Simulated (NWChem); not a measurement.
C3H5I; SMILES C/C=C\I

Computed with NWChem. All runs use the structure optimised with PBE0/def2-SVP. No frequency run checked for a minimum. def2 effective core potentials on I; no spin-orbit coupling. Ions are spin-unrestricted doublets at the neutral geometry; other ion states weren't tried.

For level CAM-B3LYP/def2-SVP:

- vertical ionisation energy, ΔSCF (eV): 8.96
- −ε(HOMO) (eV): 7.96

**Question.** Estimate the same quantities for level PBE/def2-SVP.

**Answer.** vertical ionisation energy, ΔSCF (eV): 8.65
−ε(HOMO) (eV): 5.66
